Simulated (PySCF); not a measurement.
**Electron correlation in Bi²⁺ (bismuth, charge +2)**

[Xe] 4f14 5d10 6s2 6p1, 2P determinant. Computed with PySCF 2.14 in ANO-RCC-VTZP (8s7p5d3f2g, 93 functions), with the spin-free X2C one-electron Hamiltonian (Gaussian nucleus). Frozen: [Kr] 4d10 4f14; 21 electrons correlated.

| level | correlation energy (mhartree) |
| --- | --- |
| CCSD | -580.37 |
| (T) | -13.95 |
| CCSD(T) | -594.32 |

Diagnostics: T1 = 0.0064, D1 = 0.0293, largest double amplitude 0.055.

Is a single reference adequate?

Yes, within this model without spin-orbit coupling: T1 lies below 0.03 and no double amplitude reaches 0.07.
